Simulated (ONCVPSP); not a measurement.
**Pseudopotential generation for H: ONCV, PBE, scalar-relativistic.**

```json
{
 "Element": "H",
 "Generator": "ONCVPSP 4.0.1",
 "Type": "optimised norm-conserving Vanderbilt (ONCV)",
 "Functional": "PBE",
 "Relativity": "scalar-relativistic",
 "Frozen core": "none",
 "Valence charge": "1",
 "Reference configuration": "1s1",
 "Partial waves": "1s: rc 1.40 bohr, ncon 4, nbas 8, qcut 6.5 1/bohr, 2 projectors, debl 1.8 Ha; p scattering state at 0.3 Ha: rc 1.35 bohr, ncon 4, nbas 9, qcut 6.1 1/bohr, 2 projectors, debl 3.1 Ha",
 "Local potential": "polynomial inside 1.30 bohr (lpopt 5, dvloc0 0 Ha)",
 "Core correction": "none"
}
```

All-electron outer shells of the reference configuration (PBE, scalar-relativistic, ld1.x):

```
shell  level (eV)  outermost node (bohr)  outermost maximum (bohr)
   1s       -6.49                      –                      1.03
```

Q: Estimate the cutoffs (Ha) at which the residual kinetic energy of the hardest occupied pseudo-wave falls to 1 and 0.1 mHa per electron.

A: 13 Ha and 17 Ha.

Q: What does a ghost test show?

A: No bound ghost flagged; no localised positive-energy state flagged.
